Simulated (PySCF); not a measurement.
Si(OSiH3)2(H)(F) (FH7O2Si3), SMILES [SiH](O[SiH3])(O[SiH3])F. The structure is a stationary point at PBE-D3(BJ)/def2-SVP. The values are those of a single conformer.

Computed equilibrium geometry at PBE-D3(BJ)/def2-SVP (PySCF confirms it by a frequency run) as a Z-matrix (one conformer of several):
```
O
Si 1 1.6526
F 2 1.6312 1 108.03
O 2 1.6512 3 108.30 1 -120.76
Si 1 1.6819 2 141.79 3 -44.32
Si 4 1.6828 2 140.59 3 83.90
H 2 1.4807 3 109.42 1 119.65
H 6 1.4988 4 107.59 2 -177.40
H 5 1.4991 1 107.68 2 -161.97
H 5 1.5019 9 109.96 1 120.16
H 6 1.5035 8 109.97 4 -120.20
H 6 1.5039 8 109.85 11 -120.10
H 5 1.5057 9 109.63 10 120.31
```
Charge 0, spin multiplicity 1.
